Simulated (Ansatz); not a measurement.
# Which isomer of C2H5ClGe gives these data?

These gas-phase data were calculated for one isomer of C2H5ClGe at PBE0-D3(BJ)/def2-SVP (harmonic, unscaled wavenumbers; equilibrium rotational constants with average atomic masses):

| Quantity | Value |
| --- | --- |
| rotational constants | 3.96, 3.017, 1.749 GHz |
| all wavenumbers above 1500 cm⁻¹ | 3159, 3143, 3055, 3051, 3007 |

Candidates:

(1) `C=[CH][GeH2][Cl]`, a singlet
(2) `C[CH2][Ge][Cl]`, a singlet

Question: Assign the data to one candidate and say why.

Answer: Candidate (2). No mode falls between 1900 and 2250 cm⁻¹, where the Ge–H stretch of (1) would stand.

The same quantities for all candidates:

|  | rotational constants (GHz) | wavenumbers above 1500 cm⁻¹ | E above the lowest, PBE0-D3(BJ)/def2-SVP (kcal/mol) |
| --- | --- | --- | --- |
| (1) | 4.758, 2.846, 1.822 | 3248, 3169, 3145, 2169, 2169, 1690 | 11.9 |
| (2) | 3.96, 3.017, 1.749 | 3159, 3143, 3055, 3051, 3007 | 0.0 |

Each candidate is one conformer. Programs: Ansatz 0.2.0.
